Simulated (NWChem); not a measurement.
System: C₂H₄N₂Si; SMILES N1C=N[SiH2]C=1

Here is an NWChem input.

```
start job
memory heap 200 mb stack 900 mb global 1100 mb
geometry units angstroms noautosym nocenter noautoz
  C      1.260724    -0.393628     0.000000
  N      0.521792    -1.441875     0.000000
  C     -0.880855    -1.088130     0.000000
  N     -1.310650     0.109387     0.000000
  Si     0.126358     1.141829     0.000000
  H      2.351788    -0.519827     0.000000
  H     -1.556593    -1.957284     0.000000
  H      0.224592     1.983265     1.224917
  H      0.224592     1.983265    -1.224917
end
basis spherical
  * library def2-svp
end
dft
  xc pbe0
  iterations 150
end
cosmo
  do_cosmo_smd true
  solvent water
end
task dft energy
```

Output (shortened):

```
             Northwest Computational Chemistry Package (NWChem) 7.3.0
             --------------------------------------------------------

                             Geometry "geometry" -> ""
                             -------------------------

 Output coordinates in angstroms (scale by  1.889725989 to convert to a.u.)

  No.       Tag          Charge          X              Y              Z
 ---- ---------------- ---------- -------------- -------------- --------------
    1 C                    6.0000     1.26072400    -0.39362800     0.00000000
    2 N                    7.0000     0.52179200    -1.44187500     0.00000000
    3 C                    6.0000    -0.88085500    -1.08813000     0.00000000
    4 N                    7.0000    -1.31065000     0.10938700     0.00000000
    5 Si                  14.0000     0.12635800     1.14182900     0.00000000
    6 H                    1.0000     2.35178800    -0.51982700     0.00000000
    7 H                    1.0000    -1.55659300    -1.95728400     0.00000000
    8 H                    1.0000     0.22459200     1.98326500     1.22491700
    9 H                    1.0000     0.22459200     1.98326500    -1.22491700

 Effective nuclear repulsion energy (a.u.)     206.9405451490

                                 NWChem DFT Module
                                 -----------------

 Summary of "ao basis" -> "ao basis" (spherical)
 ------------------------------------------------------------------------------
       Tag                 Description            Shells   Functions and Types
 ---------------- ------------------------------  ------  ---------------------
 C                          def2-svp                 6       14   3s2p1d
 N                          def2-svp                 6       14   3s2p1d
 Si                         def2-svp                 8       18   4s3p1d
 H                          def2-svp                 3        5   2s1p

 in cosmo_initialize ...
 calling solv_data for solv:h2o

 solvent parameters
 solvname_short: h2o
 solvname_long:  water
 dielec:       78.4000
 dielecinf:     1.7769
 aqueous SMD model solvent descriptors
 dielec:       78.4000
 sola:          0.8200

          ---------------
          -cosmo- solvent
          ---------------
 Cosmo: York-Karplus, doi: 10.1021/jp992097l
 dielectric constant -eps-     =  78.40
 screen = (eps-1)/(eps    )    =   0.98724
 surface charge correction     = lagrangian

   van der Waals surface
 --------------------------

 ---------- ATOMIC COORDINATES (A.U.) ------------ VDWR(ANG.) --
     1    2.38242291   -0.74384906    0.00000000     1.850
     2    0.98604390   -2.72474866    0.00000000     1.890
     3   -1.66457459   -2.05626754    0.00000000     1.850
     4   -2.47676937    0.20671146    0.00000000     1.890
     5    0.23878200    2.15774394    0.00000000     2.470
     6    4.44423490   -0.98233059    0.00000000     1.200
     7   -2.94153425   -3.69873044    0.00000000     1.200
     8    0.42441734    3.74782741    2.31475749     1.200
     9    0.42441734    3.74782741   -2.31475749     1.200
 number of segments per atom =        128
 number of   points per atom =        128
 atom (   nspa,  nppa )
 ----------------------
    1 (     40,     0 )       0
    2 (     60,     0 )       0
    3 (     42,     0 )       0
    4 (     54,     0 )       0
    5 (     80,     0 )       0
    6 (     56,     0 )       0
    7 (     54,     0 )       0
    8 (     31,     0 )       0
    9 (     31,     0 )       0
 number of -cosmo- surface points =      448
 molecular surface =    116.679 angstrom**2
 molecular volume  =    105.529 angstrom**3
 -lineq- algorithm             =   0
 -bem- low  level              =   3
 -bem- from -octahedral-
 gaussian surface charge width =   4.50000
 degree of switching           =   1.00000
 switching function tolerance  =   0.00010
 atomic radii =
 --------------
    1  6.000  1.850
    2  7.000  1.890
    3  6.000  1.850
    4  7.000  1.890
    5 14.000  2.470
    6  1.000  1.200
    7  1.000  1.200
    8  1.000  1.200
    9  1.000  1.200
 ...... end of -cosmo- initialization ......

 nat:                     9
 ixmem:                  4523
 calling mnsol_interface()
 G(SMD-CDS) energy (kcal/mol)  =     2.401
 SMD-CDS SASA (angstrom**2)    =   134.165

[...]

                                COSMO-SMD solvation results
                                ---------------------------

             internal energy in gas <Psi(g)|H|Psi(g)> =      -477.005303260671
         internal energy in solvent <Psi(s)|H|Psi(s)> =      -477.003768258066
                               delta internal energy  =         0.001535002604 (    0.96 kcal/mol)
   total free energy in solvent <Psi(s)|H+V/2|Psi(s)> =      -477.014715428937
 polarization energy contribution <Psi(s)|V/2|Psi(s)> =        -0.010947170871 (   -6.87 kcal/mol)
    total free energy in solvent including G(SMD-CDS) =      -477.010888504922
                       G(SMD-CDS) energy contribution =         0.003826924016 (    2.40 kcal/mol)
     1 M fixed-concentration free energy of solvation =        -0.005585244251 (   -3.50 kcal/mol)

                       DFT Final Molecular Orbital Analysis
                       ------------------------------------

 Vector   20  Occ=2.000000D+00  E=-3.200475D-01
              MO Center= -2.5D-01, -3.9D-01,  3.1D-10, r^2= 2.6D+00
   Bfn.  Coefficient  Atom+Function         Bfn.  Coefficient  Atom+Function
  ----- ------------  ---------------      ----- ------------  ---------------
    48      0.382839  4 N  pz                 6      0.288579  1 C  pz
    51     -0.287466  4 N  pz                20     -0.266903  2 N  pz
    34     -0.242763  3 C  pz                 9      0.203384  1 C  pz
    23      0.195363  2 N  pz                37     -0.150135  3 C  pz
    85      0.069952  8 H  s                 90     -0.069952  9 H  s

 Vector   21  Occ=2.000000D+00  E=-2.997128D-01
              MO Center= -6.1D-01, -2.2D-01,  7.6D-11, r^2= 2.9D+00
   Bfn.  Coefficient  Atom+Function         Bfn.  Coefficient  Atom+Function
  ----- ------------  ---------------      ----- ------------  ---------------
    46      0.421597  4 N  px                49     -0.318304  4 N  px
    17      0.280208  2 N  s                  5      0.254109  1 C  py
    64      0.197323  5 Si px                45      0.181487  4 N  s
    80     -0.170153  7 H  s                 44      0.163826  4 N  s
    19      0.155347  2 N  py                 8      0.132292  1 C  py

 Vector   22  Occ=2.000000D+00  E=-2.765615D-01
              MO Center=  1.8D-01, -7.6D-01,  1.9D-10, r^2= 3.0D+00
   Bfn.  Coefficient  Atom+Function         Bfn.  Coefficient  Atom+Function
  ----- ------------  ---------------      ----- ------------  ---------------
    19      0.398597  2 N  py                22     -0.322804  2 N  py
    46     -0.256494  4 N  px                18     -0.210343  2 N  px
    49      0.197765  4 N  px                59      0.189010  5 Si s
    65     -0.179246  5 Si py                21      0.169971  2 N  px
    32     -0.167144  3 C  px                 5      0.154138  1 C  py

 Vector   23  Occ=0.000000D+00  E=-8.266371D-02
              MO Center=  2.2D-01, -3.4D-01,  7.6D-10, r^2= 3.2D+00
   Bfn.  Coefficient  Atom+Function         Bfn.  Coefficient  Atom+Function
  ----- ------------  ---------------      ----- ------------  ---------------
     9      0.381068  1 C  pz                 6      0.374570  1 C  pz
    37     -0.301031  3 C  pz                69      0.295611  5 Si pz
    34     -0.288553  3 C  pz                86     -0.273711  8 H  s
    91      0.273711  9 H  s                 23     -0.264850  2 N  pz
    51      0.261676  4 N  pz                20      0.244891  2 N  pz

 Vector   24  Occ=0.000000D+00  E= 2.979460D-02
              MO Center=  3.0D-01,  1.4D+00,  2.0D-09, r^2= 3.3D+00
   Bfn.  Coefficient  Atom+Function         Bfn.  Coefficient  Atom+Function
  ----- ------------  ---------------      ----- ------------  ---------------
    67      1.203203  5 Si px                 3     -0.821005  1 C  s
    45      0.637608  4 N  s                 60      0.258664  5 Si s
    64      0.239486  5 Si px                 8     -0.215812  1 C  py
    50      0.209478  4 N  py                86     -0.175965  8 H  s
    91     -0.175965  9 H  s                  5     -0.157588  1 C  py

 Vector   25  Occ=0.000000D+00  E= 4.047062D-02
              MO Center= -2.5D-01, -7.9D-01, -2.6D-09, r^2= 2.6D+00
   Bfn.  Coefficient  Atom+Function         Bfn.  Coefficient  Atom+Function
  ----- ------------  ---------------      ----- ------------  ---------------
    37      0.558684  3 C  pz                23     -0.505082  2 N  pz
    34      0.431538  3 C  pz                51     -0.395031  4 N  pz
    20      0.386365  2 N  pz                 9      0.360942  1 C  pz
    48      0.283495  4 N  pz                 6      0.206566  1 C  pz
    73     -0.116687  5 Si d  1              69     -0.040575  5 Si pz

     Multipole analysis of the density
     ---------------------------------

     L   x y z        total         alpha         beta         nuclear
     -   - - -        -----         -----         ----         -------
     0   0 0 0     -0.000000    -22.000000    -22.000000     44.000000

     1   1 0 0      0.847927      0.640716      0.640716     -0.433505
     1   0 1 0      0.571675      0.987813      0.987813     -1.403951
     1   0 0 1      0.000000      0.000000      0.000000      0.000000

     2   2 0 0    -27.470547    -78.730029    -78.730029    129.989512
     2   1 1 0      3.237045     -0.592349     -0.592349      4.421743
     2   1 0 1      0.000000      0.000000      0.000000      0.000000
     2   0 2 0    -27.731457   -108.304831   -108.304831    188.878205
     2   0 1 1     -0.000000     -0.000000     -0.000000      0.000000
     2   0 0 2    -27.179279    -18.947742    -18.947742     10.716204
```

Level: PBE0/def2-SVP, SMD on the gas-phase geometry. Structure relaxed at the PBE0/def2-SVP level. Solvent: water.
